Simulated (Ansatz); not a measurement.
**Nudged elastic band run: H₂OSSe**

Input file:

```yaml
crystal:
  periodic: [false, false, false]
  atoms:
    - { symbol: S, position_ang: [-1.004721, -1.241414, 0.174355] }
    - { symbol: O, position_ang: [-0.123465, -0.034144, 0.958385] }
    - { symbol: Se, position_ang: [1.57617, 0.38336, 0.342697] }
    - { symbol: H, position_ang: [-1.570225, -0.467933, -0.795161] }
    - { symbol: H, position_ang: [1.122241, 1.360132, -0.680276] }
basis:
  gaussian: { orbitals: def2-SVP }
hamiltonian:
  xc: b3lyp
  dispersion: d4
neb:
  order_check: false
  images: 7
  f_tol: 0.05
  max_iterations: 60
  optimiser: fire
  climbing: true
  final_atoms:
    - { symbol: S, position_ang: [-0.82474354, -1.20242952, -0.31901863] }
    - { symbol: O, position_ang: [0.04064476, -0.26119453, 0.78344435] }
    - { symbol: Se, position_ang: [0.8123756, 1.32485476, 0.2055853] }
    - { symbol: H, position_ang: [-2.02335231, -0.56081208, -0.23373458] }
    - { symbol: H, position_ang: [1.9950755, 0.69958237, -0.43627644] }
  initial_path:
    images:
      - { positions_ang: [[-1.004721, -1.241414, 0.174355], [-0.123465, -0.034144, 0.958385], [1.57617, 0.38336, 0.342697], [-1.570225, -0.467933, -0.795161], [1.122241, 1.360132, -0.680276]] }
      - { positions_ang: [[-1.04533972, -1.21903267, 0.24943441], [-0.15612967, 0.02308368, 0.83376817], [1.55789996, 0.35743605, 0.19458289], [-1.60986133, -0.60616288, -0.78376324], [1.25343077, 1.44467682, -0.49402223]] }
      - { positions_ang: [[-1.08595845, -1.19665133, 0.32451382], [-0.18879435, 0.08031136, 0.70915135], [1.53962992, 0.3315121, 0.04646878], [-1.64949766, -0.74439276, -0.77236549], [1.38462054, 1.52922164, -0.30776846]] }
      - { positions_ang: [[-1.12657717, -1.17427, 0.39959323], [-0.22145902, 0.13753903, 0.58453452], [1.52135988, 0.30558815, -0.10164533], [-1.689134, -0.88262263, -0.76096773], [1.51581032, 1.61376645, -0.1215147]] }
      - { positions_ang: [[-1.1671959, -1.15188867, 0.47467265], [-0.2541237, 0.19476671, 0.45991769], [1.50308984, 0.2796642, -0.24975944], [-1.72877033, -1.02085251, -0.74956997], [1.64700009, 1.69831127, 0.06473907]] }
      - { positions_ang: [[-1.08158281, -1.16452388, 0.27624983], [-0.18043158, 0.0807764, 0.54079936], [1.33041128, 0.54096184, -0.13592325], [-1.80241582, -0.9058424, -0.62061113], [1.73401894, 1.44862905, -0.06051481]] }
      - { positions_ang: [[-0.99596972, -1.17715909, 0.07782701], [-0.10673947, -0.03321391, 0.62168102], [1.15773272, 0.80225948, -0.02208707], [-1.87606132, -0.7908323, -0.49165228], [1.82103779, 1.19894682, -0.18576868]] }
      - { positions_ang: [[-0.91035663, -1.1897943, -0.12059581], [-0.03304736, -0.14720422, 0.70256268], [0.98505416, 1.06355712, 0.09174912], [-1.94970681, -0.67582219, -0.36269343], [1.90805664, 0.94926459, -0.31102256]] }
      - { positions_ang: [[-0.82474354, -1.20242952, -0.31901863], [0.04064476, -0.26119453, 0.78344435], [0.8123756, 1.32485476, 0.2055853], [-2.02335231, -0.56081208, -0.23373458], [1.9950755, 0.69958237, -0.43627644]] }
```

Command:

```bash
$ ansatz run input.yaml --threads 1 --pin off --max-ram 2048MiB --backend cpu --events-out ev --progress --plain --runs-dir out
```

Output, in part (warnings, iteration lines, the closing report on the highest movable image, with atoms numbered from 0):

```
NEB end point (image 0): max|allowed force component| = 4.528e-3 eV/Å (the criterion of neb.relax_end_points is 1.000e-2)
NEB end point (image 8): max|allowed force component| = 5.853e-3 eV/Å (the criterion of neb.relax_end_points is 1.000e-2)
NEB iter   1: max|band force component| = 8.412e1 eV/Å  barrier→ = 25.2672 eV  barrier← = 25.2673 eV  Δτ_max = 0.2000 Å  (236 SCF iters)
NEB iter   2: max|band force component| = 2.193e1 eV/Å  barrier→ = 9.8100 eV  barrier← = 9.8101 eV  Δτ_max = 0.2000 Å  (212 SCF iters)
NEB iter   3: max|band force component| = 9.561e0 eV/Å  barrier→ = 4.8002 eV  barrier← = 4.8003 eV  Δτ_max = 0.1514 Å  (229 SCF iters)
NEB iter   4: max|band force component| = 5.722e0 eV/Å  barrier→ = 1.7992 eV  barrier← = 1.7993 eV  Δτ_max = 0.2000 Å  (225 SCF iters)
NEB iter   5: max|band force component| = 2.325e0 eV/Å  barrier→ = 1.1312 eV  barrier← = 1.1312 eV  Δτ_max = 0.0090 Å  (230 SCF iters)
NEB iter   6: max|band force component| = 2.097e0 eV/Å  barrier→ = 1.0792 eV  barrier← = 1.0793 eV  Δτ_max = 0.0170 Å  (191 SCF iters)
NEB iter   7: max|band force component| = 1.729e0 eV/Å  barrier→ = 0.9874 eV  barrier← = 0.9875 eV  Δτ_max = 0.0236 Å  (209 SCF iters)
NEB iter   8: max|band force component| = 1.361e0 eV/Å  barrier→ = 0.8781 eV  barrier← = 0.8781 eV  Δτ_max = 0.0305 Å  (214 SCF iters)
NEB iter   9: max|band force component| = 9.191e-1 eV/Å  barrier→ = 0.7792 eV  barrier← = 0.7793 eV  Δτ_max = 0.0049 Å  (215 SCF iters)
NEB iter  10: max|band force component| = 8.701e-1 eV/Å  barrier→ = 0.7658 eV  barrier← = 0.7659 eV  Δτ_max = 0.0096 Å  (158 SCF iters)
NEB iter  11: max|band force component| = 7.747e-1 eV/Å  barrier→ = 0.7404 eV  barrier← = 0.7405 eV  Δτ_max = 0.0140 Å  (180 SCF iters)
NEB iter  12: max|band force component| = 7.544e-1 eV/Å  barrier→ = 0.7054 eV  barrier← = 0.7055 eV  Δτ_max = 0.0181 Å  (183 SCF iters)
NEB iter  13: max|band force component| = 7.672e-1 eV/Å  barrier→ = 0.6632 eV  barrier← = 0.6632 eV  Δτ_max = 0.0216 Å  (186 SCF iters)
NEB iter  14: max|band force component| = 8.066e-1 eV/Å  barrier→ = 0.6149 eV  barrier← = 0.6150 eV  Δτ_max = 0.0246 Å  (186 SCF iters)
NEB iter  15: max|band force component| = 8.799e-1 eV/Å  barrier→ = 0.5608 eV  barrier← = 0.5609 eV  Δτ_max = 0.0303 Å  (188 SCF iters)
NEB iter  16: max|band force component| = 8.812e-1 eV/Å  barrier→ = 0.4936 eV  barrier← = 0.4937 eV  Δτ_max = 0.0371 Å  (193 SCF iters)
NEB iter  17: max|band force component| = 7.636e-1 eV/Å  barrier→ = 0.4128 eV  barrier← = 0.4129 eV  Δτ_max = 0.0456 Å  (195 SCF iters)
NEB iter  18: max|band force component| = 6.333e-1 eV/Å  barrier→ = 0.3240 eV  barrier← = 0.3241 eV  Δτ_max = 0.0561 Å  (195 SCF iters)
NEB iter  19: max|band force component| = 5.916e-1 eV/Å  barrier→ = 0.2405 eV  barrier← = 0.2406 eV  Δτ_max = 0.0064 Å  (194 SCF iters)
NEB iter  20: max|band force component| = 5.205e-1 eV/Å  barrier→ = 0.2320 eV  barrier← = 0.2320 eV  Δτ_max = 0.0122 Å  (154 SCF iters)
NEB iter  21: max|band force component| = 4.326e-1 eV/Å  barrier→ = 0.2177 eV  barrier← = 0.2178 eV  CI = image 6  Δτ_max = 0.0170 Å  (176 SCF iters)
NEB iter  22: max|band force component| = 3.991e-1 eV/Å  barrier→ = 0.2012 eV  barrier← = 0.2012 eV  CI = image 6  Δτ_max = 0.0205 Å  (179 SCF iters)
NEB iter  23: max|band force component| = 4.462e-1 eV/Å  barrier→ = 0.1831 eV  barrier← = 0.1832 eV  CI = image 6  Δτ_max = 0.0232 Å  (177 SCF iters)
NEB iter  24: max|band force component| = 4.487e-1 eV/Å  barrier→ = 0.1629 eV  barrier← = 0.1630 eV  CI = image 6  Δτ_max = 0.0256 Å  (179 SCF iters)
NEB iter  25: max|band force component| = 3.381e-1 eV/Å  barrier→ = 0.1425 eV  barrier← = 0.1425 eV  CI = image 6  Δτ_max = 0.0310 Å  (177 SCF iters)
NEB iter  26: max|band force component| = 2.136e-1 eV/Å  barrier→ = 0.1245 eV  barrier← = 0.1246 eV  CI = image 6  Δτ_max = 0.0362 Å  (185 SCF iters)
NEB iter  27: max|band force component| = 2.777e-1 eV/Å  barrier→ = 0.1119 eV  barrier← = 0.1120 eV  CI = image 6  Δτ_max = 0.0395 Å  (184 SCF iters)
NEB iter  28: max|band force component| = 2.021e-1 eV/Å  barrier→ = 0.1034 eV  barrier← = 0.1034 eV  CI = image 6  Δτ_max = 0.0390 Å  (191 SCF iters)
NEB iter  29: max|band force component| = 4.128e-1 eV/Å  barrier→ = 0.1022 eV  barrier← = 0.1022 eV  CI = image 5  Δτ_max = 0.0019 Å  (195 SCF iters)
NEB iter  30: max|band force component| = 3.822e-1 eV/Å  barrier→ = 0.1019 eV  barrier← = 0.1020 eV  CI = image 5  Δτ_max = 0.0037 Å  (140 SCF iters)
NEB iter  31: max|band force component| = 3.259e-1 eV/Å  barrier→ = 0.1014 eV  barrier← = 0.1015 eV  CI = image 5  Δτ_max = 0.0052 Å  (145 SCF iters)
NEB iter  32: max|band force component| = 2.532e-1 eV/Å  barrier→ = 0.1008 eV  barrier← = 0.1009 eV  CI = image 5  Δτ_max = 0.0064 Å  (143 SCF iters)
NEB iter  33: max|band force component| = 2.050e-1 eV/Å  barrier→ = 0.1001 eV  barrier← = 0.1002 eV  CI = image 5  Δτ_max = 0.0073 Å  (153 SCF iters)
NEB iter  34: max|band force component| = 1.906e-1 eV/Å  barrier→ = 0.0993 eV  barrier← = 0.0994 eV  CI = image 5  Δτ_max = 0.0077 Å  (153 SCF iters)
NEB iter  35: max|band force component| = 1.616e-1 eV/Å  barrier→ = 0.0984 eV  barrier← = 0.0985 eV  CI = image 5  Δτ_max = 0.0085 Å  (155 SCF iters)
NEB iter  36: max|band force component| = 1.530e-1 eV/Å  barrier→ = 0.0973 eV  barrier← = 0.0973 eV  CI = image 5  Δτ_max = 0.0092 Å  (160 SCF iters)
NEB iter  37: max|band force component| = 1.275e-1 eV/Å  barrier→ = 0.0960 eV  barrier← = 0.0961 eV  CI = image 5  Δτ_max = 0.0097 Å  (160 SCF iters)
NEB iter  38: max|band force component| = 1.387e-1 eV/Å  barrier→ = 0.0947 eV  barrier← = 0.0948 eV  CI = image 5  Δτ_max = 0.0113 Å  (160 SCF iters)
NEB iter  39: max|band force component| = 1.483e-1 eV/Å  barrier→ = 0.0934 eV  barrier← = 0.0935 eV  CI = image 5  Δτ_max = 0.0131 Å  (167 SCF iters)
NEB iter  40: max|band force component| = 1.312e-1 eV/Å  barrier→ = 0.0921 eV  barrier← = 0.0922 eV  CI = image 5  Δτ_max = 0.0153 Å  (166 SCF iters)
NEB iter  41: max|band force component| = 8.391e-2 eV/Å  barrier→ = 0.0911 eV  barrier← = 0.0911 eV  CI = image 5  Δτ_max = 0.0176 Å  (180 SCF iters)
NEB iter  42: max|band force component| = 1.171e-1 eV/Å  barrier→ = 0.0901 eV  barrier← = 0.0902 eV  CI = image 5  Δτ_max = 0.0020 Å  (178 SCF iters)
NEB iter  43: max|band force component| = 1.029e-1 eV/Å  barrier→ = 0.0899 eV  barrier← = 0.0900 eV  CI = image 5  Δτ_max = 0.0035 Å  (144 SCF iters)
NEB iter  44: max|band force component| = 9.155e-2 eV/Å  barrier→ = 0.0896 eV  barrier← = 0.0897 eV  CI = image 5  Δτ_max = 0.0046 Å  (149 SCF iters)
NEB iter  45: max|band force component| = 1.088e-1 eV/Å  barrier→ = 0.0893 eV  barrier← = 0.0894 eV  CI = image 5  Δτ_max = 0.0054 Å  (152 SCF iters)
NEB iter  46: max|band force component| = 7.855e-2 eV/Å  barrier→ = 0.0888 eV  barrier← = 0.0889 eV  CI = image 5  Δτ_max = 0.0065 Å  (150 SCF iters)
NEB iter  47: max|band force component| = 6.655e-2 eV/Å  barrier→ = 0.0883 eV  barrier← = 0.0884 eV  CI = image 5  Δτ_max = 0.0068 Å  (153 SCF iters)
NEB iter  48: max|band force component| = 7.878e-2 eV/Å  barrier→ = 0.0879 eV  barrier← = 0.0879 eV  CI = image 5  Δτ_max = 0.0083 Å  (153 SCF iters)
NEB iter  49: max|band force component| = 4.845e-2 eV/Å  barrier→ = 0.0874 eV  barrier← = 0.0875 eV  CI = image 5  Δτ_max = 0.0000 Å  (349 SCF iters)
Total energy: -78251.20748270 eV, -2875.6788344156 hartree
Atom 0 at    -1.025199    -1.220943     0.443870 Å, force     0.007616    -0.002624    -0.011373 eV/Å
Atom 1 at    -0.249622     0.260343     0.524754 Å, force    -0.004902     0.006639    -0.029500 eV/Å
Atom 2 at     1.254458     0.442036    -0.594165 Å, force     0.016401     0.003980     0.003233 eV/Å
Atom 3 at    -1.812451    -0.974564    -0.644066 Å, force    -0.026242    -0.011390     0.022544 eV/Å
Atom 4 at     1.832814     1.493129     0.269607 Å, force     0.007126     0.003394     0.015097 eV/Å
Dipole moment:     0.080844    -0.014157    -0.228872 e Å
```

The run converged. Another band between the same ends (7 images) ends at a top of the same energy, where a vibrational analysis finds 1 clearly imaginary mode.

Final band (atoms are numbered from 1 in the order of the input):

```csv
image,path coordinate (Å),energy (eV),dihedral S1–O2–Se3–H5 (°)
0,0.00,0.000,86
1,0.38,0.018,109
2,0.76,0.052,133
3,1.14,0.075,156
4,1.52,0.085,-180
5,1.89,0.087,-156
6,2.29,0.065,-130
7,2.69,0.023,-105
8,3.10,0.000,-79
```

The run took 12 min on 1 thread of Arm Neoverse V2, on a shared host, peak memory 0.14 GiB.
